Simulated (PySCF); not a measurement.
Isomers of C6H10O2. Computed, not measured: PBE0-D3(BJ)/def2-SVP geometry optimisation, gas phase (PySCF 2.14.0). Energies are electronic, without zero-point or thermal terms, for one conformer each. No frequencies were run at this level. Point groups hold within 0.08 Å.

Problem. Order them by energy at this level, lowest first, and give relative energies in kJ/mol.
A. `[CH2:1]=[CH:2][C@@H:3]([CH3:4])[O:5][C:6]([CH3:7])=[O:8]` with C1–C2–C3–C4 112°, C2–C3–O5–C6 154°, C3–O5–C6–C7 180°
B. `[CH2:1]=[C:2]([CH2:3][CH3:4])[O:5][C:6]([CH3:7])=[O:8]` with C1–C2–C3–C4 -114°, C1–C2–O5–C6 3°, C2–O5–C6–C7 179°
C. `[CH3:1][C:2](=[O:3])[CH:4]([CH3:5])[C:6]([CH3:7])=[O:8]` with C1–C2–C4–C5 -34°, C2–C4–C6–C7 85° (methylacetylacetone)

Solution. C (0.0), B (24.7), A (30.9).

As drawn, the highest has a C(=O)–O unit and a C=C bond outside aromatic rings, which the lowest lacks. Neighbours under 10 kJ/mol apart (C=C(CC)OC(C)=O and C=C[C@@H](C)OC(C)=O) can change places with a better method, another conformer or zero-point energy.

```
             SMILES      E (Eh)  E rel (kJ/mol)  dipole (D)  point group     A, B, C (MHz)
   CC(=O)C(C)C(C)=O  -384.39859             0.0        1.50           C1  2526, 1769, 1404
     C=C(CC)OC(C)=O  -384.38917            24.7        2.28           C1  3409, 1373, 1051
C=C[C@@H](C)OC(C)=O  -384.38682            30.9        1.77           C1  3729, 1188, 1077
```
